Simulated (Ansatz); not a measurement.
Consider the ligand exchange at a Ge–C bond: `C=[C]([AlH2])[GeH3]` + `[SH][GeH3]` → `[GeH3][S][GeH3]` + `C=[CH][AlH2]`.

Calculated with Ansatz (gas phase, PBE0-D4/def2-TZVP geometries, no zero-point term in ΔE). CCSD(T)/CBS adds triple-zeta CCSD(T) − MP2 to the extrapolated MP2 energy (def2 sets, frozen cores). For Ge outer-core shells are correlated without core-valence functions, which leaves a few kJ/mol of doubt a bond. Scalar relativity is left out up to krypton.

```json
{"species": "`C=[C]([AlH2])[GeH3]`", "CCSD/def2-TZVPP energy (Eh)": "-2397.79969"}
{"species": "`[SH][GeH3]`", "CCSD/def2-TZVPP energy (Eh)": "-2475.73459"}
{"species": "`[GeH3][S][GeH3]`", "CCSD/def2-TZVPP energy (Eh)": "-4552.54871"}
{"species": "`C=[CH][AlH2]`", "CCSD/def2-TZVPP energy (Eh)": "-321.00649"}
```

**Question.** Work out ΔE.

**Answer.** ΔE = (-4552.54871) + (-321.00649) − (-2397.79969) − (-2475.73459) = -0.02092 Eh = -0.57 eV. CCSD(T)/CBS gives -0.59 eV.

Largest T1 diagnostic among the species: 0.012.

In def2-TZVPP, CCSD(T) changes the Hartree–Fock value by +0.11 eV (the triples alone add +0.01 eV) and MP2 by +0.09 eV.
